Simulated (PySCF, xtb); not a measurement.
Au2, SMILES [Au][Au], multiplicity 1.

GFN2-xTB (xtb) at its own geometry gives an orbital gap of 3.37 eV and a dipole moment of 0.00 D.

Geometry: PBE-D3(BJ)/def2-TZVPD. The spin state was assumed, not searched. The def2 effective core potentials stand for the cores of Au; spin–orbit coupling is left out.

Q: What does ωB97X/def2-TZVPD in PySCF give? (The exact figures need the calculation; the answer reports its results.)

A: gap 7.43 eV (levels -8.90 and -1.47 eV), dipole 0.00 D.
